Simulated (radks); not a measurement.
All-electron atom: the titanium ion Ti3+ in [Ar] 3d1. All-electron calculation, scalar-relativistic Kohn-Sham, HCTH/407, spin-polarised, spherical densities, finite nucleus; open shells are filled with parallel spins first; Fermi nuclear charge, rms radius 3.5921 fm. Program: a radial shooting solver on a logarithmic mesh with Libxc functionals. Some entries of the table are withheld. Estimate them.

orbital  occ.  eigenvalue (hartree)  r(max) (bohr)  <1/r> (bohr^-1)
1s down     1             -180.0712        0.04560            21.78
1s up       1             -180.0711        0.04560            21.78
2s up       1             -21.05695         0.2689            4.551
2s down     1             -21.04162         0.2688            4.555
2p up       3                   (1)         0.2195            4.454
2p down     3                   (2)         0.2194            4.458
3s up       1              -3.54314         0.8642            1.418
3s down     1              -3.49487         0.8646            1.415
3p up       3              -2.65458            (3)            1.299
3p down     3              -2.60780            (4)            1.293
3d up       1              -1.30935         0.9182            1.029

Answer. 
(1) 2p up eigenvalue (hartree): -17.67098
(2) 2p down eigenvalue (hartree): -17.65919
(3) 3p up r(max) (bohr): 0.8916
(4) 3p down r(max) (bohr): 0.8923
